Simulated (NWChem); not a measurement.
Molecule: InCl, singlet; SMILES [In][Cl]

All runs: NWChem. Low-valent species are run as closed-shell singlets; no triplet was tried in these runs. Coordinates come from a PBE0-D3(BJ)/def2-TZVP optimisation. def2 effective core potentials on In; no spin-orbit coupling. Level B3LYP/def2-SVPD: single points from the atomic guess with DIIS by default; each run changes one setting, and all converged runs end within 0.3 mHa of each other. cgmin counts macro-iterations, each dearer than a DIIS step.

```
setting                                  SCF iterations
---------------------------------------  --------------
defaults                                              7
quadratically convergent solver (cgmin)               5
occupation smearing of 0.005 Ha                       7
70 % damping for 30 cycles                           29
DIIS on 3 Fock matrices                               8
```
